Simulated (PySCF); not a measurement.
Basis-set dependence of population analyses: MeSi(SMe)3

Compound: MeSi(SMe)3, C4H12S3Si.
Numbering: `[CH3:1][S:2][Si:3]([CH3:4])([S:5][CH3:6])[S:7][CH3:8]` (hydrogens: H9, H10, H11 on C1; H12, H13, H14 on C4; H15, H16, H17 on C6; H18, H19, H20 on C8)

PBE0 throughout (PySCF), one geometry, spherical d and f functions. One conformer (not necessarily the lowest) at the PBE0-D3(BJ)/def2-SVP geometry, without solvent, vibrations or thermal averaging. Atoms taken as equivalent share a column and are averaged.

Mulliken charges (e):

```
        basis  functions  C1/C6/C8  S2/S5/S7     Si3      C4  H9 (×9)  H12/H13/H14
       STO-3G         68    -0.318    -0.036  +0.454  -0.398   +0.085       +0.079
     pcSseg-0        112    -0.909    -0.179  +0.971  -1.147   +0.290       +0.278
        6-31G        112    -0.758    -0.024  +0.472  -0.803   +0.225       +0.215
       6-31G*        152    -0.700    -0.096  +0.468  -0.750   +0.225       +0.214
      cc-pVDZ        188    -0.193    -0.192  +0.358  -0.232   +0.089       +0.077
     def2-SVP        188    -0.175    -0.267  +0.528  -0.297   +0.094       +0.085
     pcSseg-1        224    -0.407    -0.272  +0.686  -0.595   +0.163       +0.159
  aug-cc-pVDZ        308    +0.282    -0.263  +1.811  +0.535   -0.171       -0.290
6-311+G(2d,p)        320    -0.666    +0.138  +0.112  -0.763   +0.188       +0.183
```

IAO charges (e):

```tsv
basis	functions	C1/C6/C8	S2/S5/S7	Si3	C4	H9 (×9)	H12/H13/H14
STO-3G	68	-0.485	-0.035	+0.588	-0.627	+0.132	+0.136
pcSseg-0	112	-0.504	-0.168	+0.673	-0.714	+0.171	+0.173
6-31G	112	-0.512	-0.166	+0.673	-0.711	+0.172	+0.174
6-31G*	152	-0.494	-0.180	+0.795	-0.717	+0.161	+0.164
cc-pVDZ	188	-0.489	-0.178	+0.799	-0.714	+0.159	+0.162
def2-SVP	188	-0.480	-0.178	+0.802	-0.709	+0.156	+0.159
pcSseg-1	224	-0.491	-0.180	+0.805	-0.721	+0.160	+0.163
aug-cc-pVDZ	308	-0.496	-0.184	+0.809	-0.727	+0.162	+0.166
6-311+G(2d,p)	320	-0.504	-0.181	+0.826	-0.738	+0.163	+0.167
```

Hirshfeld charges (e):

```tsv
basis	functions	C1/C6/C8	S2/S5/S7	Si3	C4	H9 (×9)	H12/H13/H14
STO-3G	68	-0.047	-0.099	+0.369	-0.129	+0.017	+0.015
pcSseg-0	112	-0.103	-0.097	+0.311	-0.200	+0.040	+0.044
6-31G	112	-0.094	-0.125	+0.274	-0.191	+0.047	+0.050
6-31G*	152	-0.090	-0.125	+0.257	-0.190	+0.047	+0.051
cc-pVDZ	188	-0.109	-0.092	+0.280	-0.206	+0.043	+0.047
def2-SVP	188	-0.114	-0.082	+0.279	-0.212	+0.042	+0.047
pcSseg-1	224	-0.116	-0.088	+0.296	-0.214	+0.043	+0.047
aug-cc-pVDZ	308	-0.129	-0.077	+0.290	-0.224	+0.045	+0.049
6-311+G(2d,p)	320	-0.121	-0.081	+0.277	-0.214	+0.045	+0.048
```

ESP-fitted charges (e):

```csv
basis,functions,C1/C6/C8,S2/S5/S7,Si3,C4,H9 (×9),H12/H13/H14
STO-3G,68,-0.224,-0.194,+0.708,-0.683,+0.081,+0.167
pcSseg-0,112,-0.229,-0.341,+0.832,-0.988,+0.118,+0.267
6-31G,112,-0.172,-0.321,+0.639,-0.836,+0.105,+0.244
6-31G*,152,-0.269,-0.239,+0.497,-0.824,+0.125,+0.242
cc-pVDZ,188,-0.242,-0.213,+0.449,-0.753,+0.112,+0.219
def2-SVP,188,-0.220,-0.227,+0.489,-0.761,+0.107,+0.218
pcSseg-1,224,-0.223,-0.250,+0.553,-0.854,+0.110,+0.242
aug-cc-pVDZ,308,-0.304,-0.201,+0.465,-0.858,+0.130,+0.247
"6-311+G(2d,p)",320,-0.323,-0.190,+0.443,-0.877,+0.135,+0.253
```

Some averages cover members that differ in this geometry, most widely: C1/C6/C8, ESP-fitted in 6-31G -0.224 to -0.074; H9 (×9), ESP-fitted in 6-31G +0.041 to +0.170; H9 (×9), ESP-fitted in pcSseg-0 +0.053 to +0.181; C1/C6/C8, ESP-fitted in pcSseg-0 -0.273 to -0.147 e.

Q: Which scheme is steadiest as the basis changes?

A: Largest range over the bases for any column: Hirshfeld 0.11 e, IAO 0.24 e, ESP-fitted 0.39 e, Mulliken 1.70 e. Hirshfeld charges move least and Mulliken charges most, counted in e. Without the minimal STO-3G basis the ranges are Hirshfeld 0.05, IAO 0.15, ESP-fitted 0.39, Mulliken 1.70 e.

Q: How much do the charges still move between the two largest bases, aug-cc-pVDZ and 6-311+G(2d,p)?

A: At most, over all atoms: Mulliken 1.698 e, IAO 0.017 e, Hirshfeld 0.013 e, ESP-fitted 0.022 e.

Q: What do the same runs give for the total energy, the frontier levels and the dipole moment?

A: 
| basis | energy (Eh) | HOMO (eV) | LUMO (eV) | μ (D) |
| --- | --- | --- | --- | --- |
| STO-3G | -1624.6820 | -3.32 | 5.09 | 1.19 |
| pcSseg-0 | -1640.9674 | -7.12 | 0.41 | 2.40 |
| 6-31G | -1642.8513 | -6.87 | 0.53 | 2.45 |
| 6-31G* | -1643.0064 | -6.76 | 0.48 | 2.05 |
| cc-pVDZ | -1643.0942 | -6.70 | 0.51 | 1.81 |
| def2-SVP | -1642.5063 | -6.73 | 0.57 | 1.84 |
| pcSseg-1 | -1643.0005 | -6.90 | 0.23 | 1.96 |
| aug-cc-pVDZ | -1643.1145 | -6.80 | -0.25 | 1.79 |
| 6-311+G(2d,p) | -1643.1788 | -6.79 | -0.17 | 1.76 |

The dipole is fixed by the density alone, so its range of 1.26 D shows that the density itself changes with the basis, not only its division among atoms.
